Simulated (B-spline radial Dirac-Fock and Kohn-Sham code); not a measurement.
Sb 3d3/2: cross section and angular parameters

System: the free antimony atom in the configuration [Kr] 4d10 5s2 5p3; threshold 537.5 eV (tabulated edge). Model: Dirac-Hartree-Slater photoionisation with a Latter tail; cross sections with all multipoles, angular parameters from the dipole term and its interference with E2. Program: a radial B-spline solver.

For linearly polarised light dσ/dΩ = σ/(4π) [1 + β P₂(cos θ) + (δ + γ cos²θ) sin θ cos φ], with θ from the polarisation vector and φ the angle between the beam and the projection of the electron momentum on the plane normal to the polarisation.

```csv
hν (eV),σ (kb),β,γ,δ
630,1200,0.380,-0.040,0.000
800,715,0.752,-0.080,0.011
1040,389,1.039,-0.028,0.029
1200,270,1.130,0.031,0.038
1890,75.9,1.242,0.305,0.063
2010,?,?,?,?
2660,26.8,1.216,0.563,0.086
2740,24.4,1.210,0.586,0.088
2984.4,18.6,1.193,0.654,0.095
4000,7.10,1.111,0.888,0.126
6230,1.52,0.951,1.233,0.196
7040,0.980,0.903,1.322,0.222
8047.8,0.600,0.849,1.415,0.253
8380,0.516,0.832,1.442,0.263
8390,0.514,0.832,1.442,0.264
10000,0.266,0.761,1.556,0.312
13300,0.0886,0.647,1.716,0.407
```

Question: Give the values at 2010 eV.

Answer: σ = 63.2 kb, β = 1.243, γ = 0.349, δ = 0.066.

Values without a named source are computed, but for edge energies of neutral atoms, which are taken from tables.
